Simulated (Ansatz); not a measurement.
F$_{2}$H$_{6}$O$_{8}$Si$_{2}$Sn (`O[Si](O)(O)[O][Sn]([F])([F])[O][Si](O)(O)O`), relaxed with RKS PBE0-D4/def2-TZVP in Ansatz 0.2.0 from a PBE-D4/def2-SVP geometry. The force threshold is 0.005 eV/Å; the program also tests the step.

Total charge 0; spin multiplicity 1. Sn takes the def2 core potential.

Start:

```xyz
19

O    -2.849   -1.139    2.088
Si   -1.417   -0.842    1.333
O    -1.069   -2.065    0.275
O    -1.512    0.683    0.526
O    -0.149   -0.415    2.334
Sn    0.685    1.158    1.382
F     2.540    0.491    1.483
F     0.475    2.757    2.447
O     0.940    1.804   -0.522
Si    0.954    0.522   -1.562
O     2.009    0.678   -2.823
O    -0.643    0.309   -2.048
O     1.313   -0.889   -0.696
H    -3.052   -2.080    2.231
H    -0.157   -1.962   -0.089
H    -1.535    0.645   -0.469
H     2.178    1.595   -3.105
H    -0.836   -0.440   -2.641
H     2.125   -0.812   -0.144
```

(1) How much energy does the relaxation release, and in how many steps? (Best estimate.)

(2) Which bonds change most? (An estimate is asked.)

(3) Give the relaxed structure. (Estimate.)

Answers

(1) Computed: 14.31 kcal/mol, in 28 steps, 3 of them rejected.

(2) Computed: Sn6–O9 from 2.027 to 1.946 Å; Sn6–F7 from 1.973 to 1.897 Å; O5–Sn6 from 2.019 to 1.953 Å; Si10–O13 from 1.694 to 1.647 Å.

(3) The calculation gave: 
```xyz
19

O    -2.515   -1.191    2.398
Si   -1.247   -0.858    1.457
O    -1.032   -2.089    0.429
O    -1.436    0.595    0.632
O     0.054   -0.388    2.320
Sn    0.650    1.306    1.550
F     2.286    1.596    2.464
F    -0.230    2.934    1.919
O     1.304    1.211   -0.280
Si    0.995    0.323   -1.581
O     2.033    0.652   -2.784
O    -0.581    0.585   -1.981
O     1.080   -1.298   -1.306
H    -3.017   -1.981    2.193
H    -0.285   -2.024   -0.186
H    -1.522    0.607   -0.336
H     2.410    1.532   -2.819
H    -0.903    0.182   -2.790
H     1.954   -1.693   -1.300
```
